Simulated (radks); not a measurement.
Eu, 63 electrons, occupied as [Xe] 4f7 6s2.

Calculated with a radial shooting solver on a logarithmic mesh with Libxc functionals: scalar-relativistic Kohn-Sham, LDA (Slater exchange, VWN5 correlation), spin-polarised, spherical densities, finite nucleus; open shells are filled with parallel spins first (spin-orbit coupling, left out, can overturn this in heavy ions); Fermi nuclear charge, rms radius 5.1115 fm.

Energy parts (Ry):
| part | energy |
|---|---|
| total | -21672.4757 |
| kinetic | 23209.3346 |
| electron-nucleus | -52840.6641 |
| Hartree | 8428.8139 |
| exchange-correlation | -469.9602 |

Orbitals (lengths in bohr, moments of r in powers of bohr):
orbital  occ.  eigenvalue (Ry)      <r>      <r^2>   <1/r>      <r^4>
1s up       1        -3551.108  0.02234  0.0006803   70.15  1.229e-06
1s down     1        -3551.108  0.02234  0.0006803   70.15  1.229e-06
2s up       1        -583.1620  0.09519    0.01070   16.26  0.0001966
2s down     1        -583.1558  0.09518    0.01070   16.26  0.0001965
2p up       3        -519.8673  0.08392   0.008596   15.23  0.0001461
2p down     3        -519.8629  0.08392   0.008596   15.23  0.0001461
3s up       1        -128.2895   0.2500    0.07138   5.953   0.007689
3s down     1        -128.1153   0.2498    0.07127   5.959   0.007664
3p up       3        -108.5833   0.2483    0.07147   5.607   0.008043
3p down     3        -108.4106   0.2481    0.07134   5.613   0.008011
3d up       5        -82.13870   0.2262    0.06015   5.324   0.006453
3d down     5        -82.00358   0.2259    0.05999   5.329   0.006414
4s up       1        -25.53496   0.5666     0.3624   2.508     0.1913
4s down     1        -25.13353   0.5665     0.3624   2.508     0.1914
4p up       3        -19.04861   0.6000     0.4096   2.306     0.2514
4p down     3        -18.64962   0.6001     0.4098   2.305     0.2520
4d up       5        -10.00528   0.6547     0.4976   2.025     0.4047
4d down     5         -9.61219   0.6557     0.4996   2.023     0.4098
4f up       7         -0.31203   0.9526      1.248   1.423      5.643
5s up       1         -3.36427    1.373      2.124  0.9665      6.738
5s down     1         -3.14509    1.396      2.197  0.9482      7.262
5p up       3         -1.81098    1.619      2.988  0.8088      14.12
5p down     3         -1.64589    1.662      3.153  0.7859      15.92
6s up       1         -0.28406    4.160      19.70  0.3020      616.1
6s down     1         -0.26435    4.305      21.09  0.2914      706.6

The highest occupied level is 6s down at -3.597 eV. Summed over all electrons, <r^2> = 81.68 bohr^2, which gives a Langevin (diamagnetic) susceptibility term of -64.7 x 10^-6 cm^3/mol. The electron density at the nucleus is 6.032e+05 e/bohr^3 (large components only).
